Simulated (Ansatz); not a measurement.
A run for Ansatz (a first-principles code): U-CCSD(T)/cc-pVDZ on GeH2O (SMILES [OH][GeH]), a point of a bond scan (R = 0.771 Å). The run froze 15 orbitals, filled d shells among them.

Ansatz 0.2 input:
```yaml
crystal:
  periodic: [false, false, false]
  atoms:
    - {symbol: Ge, position_ang: [-0.23528061, -0.20095819, 0.24734314]}
    - {symbol: H, position_ang: [-1.41085702, -0.03172168, -0.85873679]}
    - {symbol: O, position_ang: [1.02522544, 0.68082931, -0.68889534]}
    - {symbol: H, position_ang: [0.79547163, 0.94876526, -1.37384376]}
basis:
  gaussian:
    orbitals: cc-pVDZ
correlation: {method: ccsd_t, electrons: outside_noble_gas}
scf: {omitted_lower_state_checks: [cluster_reference]}
magnetization: {spin_polarized: true, initial_magnetization: 0}
```

Output:

```
WARN ansatz: RAYON_NUM_THREADS=1 ignored (pool sized by the plan → 1); use --threads N
Functional definition: HF
these checks for a lower state are left out or cut short: cluster_reference
integrals: 0.03 GiB planned
542 factors; integrals over basis functions are off by at most 1.0e-3 eV
mean field: 0.14 GiB planned
mean field evaluation 1: about -58537.3355 eV, gradient 2.6e1 eV
mean field evaluation 2: about -58537.3387 eV, gradient 2.6e1 eV
mean field evaluation 4: about -58539.8838 eV, gradient 1.3e0 eV
mean field evaluation 8: about -58539.9027 eV, gradient 8.6e-4 eV
mean field evaluation 16: about -58539.9016 eV, gradient 6.0e-2 eV
mean field -58539.90273614 eV, -2151.3017457818 hartree, gradient 2.9e-6 eV, S^2 0.000000; 2 other end points of the search recorded, 0 dependent functions left out
15 core orbitals not correlated
reference -58539.90273614 eV, -2151.3017457818 hartree; 6, 6 occupied and 30, 30 virtual orbitals, 542 factors
second order -7.20125298 eV of doubles, -0.00000000 eV of singles
coupled cluster: 0.09 GiB planned
cycle   1  -7.48431047 eV  change   -2.8e-1 eV  update   8.7e-2
cycle   2  -7.72083317 eV  change   -2.4e-1 eV  update   3.0e-2
cycle   3  -7.81136253 eV  change   -9.1e-2 eV  update   2.0e-2
cycle   4  -7.80736554 eV  change    4.0e-3 eV  update   5.6e-3
cycle   5  -7.80598065 eV  change    1.4e-3 eV  update   2.5e-3
cycle   6  -7.80634323 eV  change   -3.6e-4 eV  update   8.7e-4
cycle   7  -7.80609539 eV  change    2.5e-4 eV  update   3.0e-4
cycle   8  -7.80611330 eV  change   -1.8e-5 eV  update   9.1e-5
cycle   9  -7.80614186 eV  change   -2.9e-5 eV  update   3.1e-5
cycle  10  -7.80613163 eV  change    1.0e-5 eV  update   1.1e-5
perturbative correction -0.18305906 eV, -0.0067272963 hartree
Total energy: -58547.89192682 eV, -2151.5953431241 hartree
Checks for a lower state left out: cluster_reference
```

The run converged.

Cost: around 1.4 core-seconds (rough).
